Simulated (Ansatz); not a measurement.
Isolated molecules relaxed with PBE0-D4/def2-TZVP in Ansatz; ΔE leaves out vibrations. CCSD(T)/CBS is the MP2 limit (def2-TZVPP, def2-QZVPP) plus CCSD(T) − MP2 in def2-TZVPP, frozen cores. This one scheme is used for every species. DFT in def2-TZVPP. Each species was taken in one conformer, which may not be the lowest.

Reaction (redistribution): `C=C[SiH2]O[SiH](F)F` + `F[SiH3]` → `F[SiH](F)F` + `C=C[SiH2]O[SiH3]`

| level | ΔE (kcal/mol) |
| --- | --- |
| r2SCAN | 1.9 |
| PBE0 | 1.9 |

What does CCSD(T)/CBS give? (Estimate.)

The calculation gave: +1.9 kcal/mol. The listed levels differ from it by 0.0, 0.0 kcal/mol.

Largest T1 diagnostic among the species: 0.012.
